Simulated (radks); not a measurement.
Results of a calculation; reference values are marked as such.
Effect of the nuclear size on neutral neodymium, [Xe] 4f4 6s2. Code: a radial shooting solver on a logarithmic mesh with Libxc functionals. Model: Dirac Kohn-Sham, BLYP, spin-unpolarised, spherical densities, finite nucleus; open shells are shared between the two j in proportion to 2j + 1; Fermi nuclear charge, rms radius 4.9123 fm. The rms radius is varied about that value; shifts are against it.

rms radius (fm)  total energy shift (eV)  density at nucleus (e/bohr^3)  1s1/2 shift (meV)  2s1/2 shift (meV)  5s1/2 shift (meV)  5p1/2 shift (meV)  6s1/2 shift (meV)  4f7/2 shift (meV)  6p1/2 (empty) shift (meV)
4.2049                             -3.48                      4.698e+05              -1440               -179              -1.29              0.185             -0.063              0.280                      0.051
4.5193                             -1.99                      4.623e+05               -823               -102             -0.738              0.105             -0.036              0.160                      0.029
4.9123                                 0                      4.538e+05              0.000              0.000              0.000              0.000              0.000              0.000                      0.000
5.1825                              1.44                      4.484e+05                597               74.2              0.535             -0.076              0.026             -0.116                     -0.021
6.0077                              6.20                      4.339e+05               2570                320               2.31             -0.329              0.112             -0.500                     -0.090

Slopes of the eigenvalues against <r^2> in GHz/fm^2, as finite differences over the two radii next to the reference (eigenvalue slopes, not the field-shift constants of lines): 1s1/2 53300, 2s1/2 6640, 5s1/2 47.9, 5p1/2 -6.84, 6s1/2 2.32, 4f7/2 -10.4, 6p1/2 (empty) -1.87.
